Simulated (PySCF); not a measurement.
# SMILES [SiH3]c1cnc2nsnc2n1, C$_{4}$H$_{4}$N$_{4}$SSi

Geometry:
| atom | x (Å) | y (Å) | z (Å) |
| --- | --- | --- | --- |
| Si1 | -2.578 | 0.291 | 0.376 |
| C2 | -0.702 | -0.024 | 0.374 |
| C3 | -0.176 | -1.368 | 0.508 |
| N4 | 1.092 | -1.670 | 0.518 |
| C5 | 1.917 | -0.606 | 0.391 |
| N6 | 3.246 | -0.680 | 0.375 |
| S7 | 3.774 | 0.846 | 0.206 |
| N8 | 2.372 | 1.660 | 0.143 |
| C9 | 1.412 | 0.743 | 0.257 |
| N10 | 0.088 | 1.019 | 0.251 |
| H11 | -3.148 | -0.173 | 1.678 |
| H12 | -2.822 | 1.743 | 0.178 |
| H13 | -3.206 | -0.510 | -0.718 |
| H14 | -0.885 | -2.201 | 0.608 |

Level of theory: TDDFT CAM-B3LYP/aug-cc-pVDZ excited states, vertical, gas phase in PySCF. Geometry: PBE0-D3(BJ)/def2-SVP.

(1) Give the one- and two-photon strengths of the lowest singlets.

Answers

(1) δ for parallel linear polarisation; σ at the peak of a Lorentzian of half width 0.1 eV, single beam; Ω is circular over linear.
```
state  E (eV)      f  photon λ (nm)  δ (au)  σ (GM)     Ω                                main
   S1    3.04  0.002            817    1.29    0.00  1.50                      HOMO→LUMO 0.96
   S2    4.38  0.400            566    13.4    0.09  0.82                    HOMO−1→LUMO 0.93
   S3    4.49  0.000            552    1.02    0.01  1.50                    HOMO−3→LUMO 0.94
   S4    4.71  0.037            527    5.12    0.04  0.70                    HOMO−2→LUMO 0.95
   S5    4.99  0.000            497    3.11    0.03  1.50  HOMO→LUMO+1 0.48, HOMO−4→LUMO 0.40
   S6    5.49  0.007            451    13.8    0.15  1.50  HOMO→LUMO+3 0.79, HOMO−7→LUMO 0.09
```

Among these, the strongest one-photon state is S2, the strongest two-photon state S6, with a dipole change of 2.4 D (relaxed, norm of the difference vector).
